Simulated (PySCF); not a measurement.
# Working out the excitation energy of O

O [He] 2s2 2p4 (3P) → O [He] 2s1 2p5 (3P). Calculation: PySCF 2.14, in aug-cc-pVTZ-DK; scalar relativity by spin-free X2C-1e. Frozen: 1s2. Energies in hartree (1 hartree = 27.21139 eV):

```tsv
part	O (lower)	O (upper)
UHF	-74.865096	-74.243080
CCSD correlation	-0.162619	-0.209816
(T)	-0.003433	-0.015442
```

Problem. What does Hartree-Fock give?

Solution. (-74.243080) − (-74.865096) = 0.622016 hartree = 16.926 eV.

Problem. What do CCSD and CCSD(T) give?

Solution. The CCSD correlation energies differ by -0.047197 hartree = -1.284 eV and the triples by -0.012009 hartree = -0.327 eV, so CCSD gives 15.642 eV and CCSD(T) 15.315 eV.

The upper state lies above the first ionisation limit, where it may autoionise and the basis confines it.

The coupled-cluster amplitudes are large, so a single reference is strained.
